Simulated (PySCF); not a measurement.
## Se⁺ (selenium, charge +1): UHF calculation

Configuration: [Ar] 3d10 4s2 4p3, high-spin 4S determinant. All numbers are calculated (PySCF 2.14, the non-relativistic Hamiltonian (point nucleus), in def2-TZVP).

- Total energy: -2399.511622 hartree
- One-electron energy: -3330.7250 hartree
- Hartree (Coulomb) energy: 1016.5369 hartree
- Exchange energy: -85.3235 hartree
- Kinetic energy: 2399.48303 hartree
- ⟨S²⟩: 3.7507
- ⟨L²⟩: 0.000
- Sum of ⟨r⟩: 22.44 bohr
- Sum of ⟨r²⟩: 31.32 bohr²
- Density at the nucleus (Gaussians lack the cusp): 26400 bohr⁻³
- Spin density at the nucleus: -0.378 bohr⁻³
- Langevin diamagnetic susceptibility: -24.8 ×10⁻⁶ cm³/mol
- Time after the integrals: 0.11 s of wall time on 1 thread of Neoverse-V2 (shared host)

| shell | electrons | mean orbital energy (eV) | rms radius, mean of both spins (bohr) |
| --- | --- | --- | --- |
| 1s α | 1 | -12551.3 | 0.0521 |
| 1s β | 1 | -12551.0 | 0.0521 |
| 2s α | 1 | -1661.3 | 0.216 |
| 2s β | 1 | -1661.1 | 0.216 |
| 2p α | 3 | -1487.2 | 0.191 |
| 2p β | 3 | -1486.9 | 0.191 |
| 3s α | 1 | -253.67 | 0.623 |
| 3s β | 1 | -253.06 | 0.623 |
| 3p α | 3 | -191.96 | 0.641 |
| 3p β | 3 | -191.13 | 0.641 |
| 3d α | 5 | -82.575 | 0.692 |
| 3d β | 5 | -82.161 | 0.692 |
| 4s α | 1 | -35.963 | 1.94 |
| 4s β | 1 | -27.541 | 1.94 |
| 4p α | 3 | -21.431 | 2.27 |
